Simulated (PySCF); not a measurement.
## How the method moves the HOMO and LUMO of `C=C=CCBF`

C4H6BF.
SMILES with atom numbers: `[CH2:1]=[C:2]=[CH:3][CH2:4][BH:5][F:6]` (hydrogens: H7, H8 on C1; H9 on C3; H10, H11 on C4; H12 on B5)

Cartesian coordinates in Å at the PBE0-D3(BJ)/def2-SVP level; atoms count from 1:
```
atom  x, y, z in Å
C1    -2.624   -0.116    0.943
C2    -1.465   -0.209    0.342
C3    -0.304   -0.302   -0.258
C4     0.933   -0.919    0.330
B5     2.186    0.022    0.379
F6     3.217   -0.323    1.135
H7    -2.875    0.749    1.568
H8    -3.384   -0.899    0.841
H9    -0.219    0.123   -1.267
H10    1.258   -1.778   -0.295
H11    0.741   -1.347    1.328
H12    2.301    1.043   -0.265
```

Basis pcSseg-2 throughout (PySCF), one geometry. Isolated species at its PBE0-D3(BJ)/def2-SVP geometry (one conformer only).

Question: How do the orbital energies, the gap and the dipole change with the method?

Answer: 
| method | kind | HOMO (eV) | LUMO (eV) | gap (eV) | μ (D) | SCF cycles |
| --- | --- | --- | --- | --- | --- | --- |
| BLYP | GGA | -5.95 | -1.70 | 4.26 | 0.80 | 16 |
| B97-D | GGA | -6.05 | -1.61 | 4.44 | 0.79 | 16 |
| OPBE | GGA | -6.05 | -1.60 | 4.45 | 0.78 | 16 |
| PBE | GGA | -6.09 | -1.82 | 4.27 | 0.80 | 16 |
| KT2 | GGA | -6.12 | -1.82 | 4.30 | 0.83 | 16 |
| KT3 | GGA | -6.14 | -1.73 | 4.40 | 0.81 | 16 |
| BP86 | GGA | -6.18 | -1.86 | 4.32 | 0.79 | 15 |
| LDA | LDA | -6.23 | -2.10 | 4.13 | 0.86 | 15 |
| B97-2 | global hybrid | -7.00 | -0.77 | 6.23 | 0.87 | 14 |
| B3LYP | global hybrid | -7.04 | -1.05 | 6.00 | 0.87 | 14 |
| PBE0 | global hybrid | -7.25 | -0.78 | 6.46 | 0.88 | 14 |
| mPW1PW91 | global hybrid | -7.27 | -0.78 | 6.49 | 0.88 | 13 |
| BHandHLYP | global hybrid | -8.28 | 0.21 | 8.50 | 0.96 | 12 |
| CAM-B3LYP | range-separated hybrid | -8.58 | 0.28 | 8.86 | 0.91 | 12 |
| wB97X-D | range-separated hybrid | -9.08 | 1.12 | 10.19 | 0.87 | 12 |
| HF | Hartree–Fock | -9.83 | 2.43 | 12.26 | 1.02 | 11 |
| LC-wPBE | range-separated hybrid | -9.93 | 1.53 | 11.46 | 0.91 | 12 |

The HOMO spans 3.98 eV, from BLYP down to LC-wPBE, and the gap runs from 4.13 eV (LDA) to 12.26 eV (HF). Over the methods BLYP (0 %), B97-D (0 %), OPBE (0 %), PBE (0 %), KT2 (0 %), KT3 (0 %), BP86 (0 %), LDA (0 %), B97-2 (21 %), B3LYP (20 %), PBE0 (25 %), mPW1PW91 (25 %), BHandHLYP (50 %), HF (100 %), a straight line through the gap against the share of exact exchange rises by 0.80 eV for each 10 % (correlation coefficient 0.999). The dipole ranges from 0.78 D (OPBE) to 1.02 D (HF). This basis has no diffuse functions.
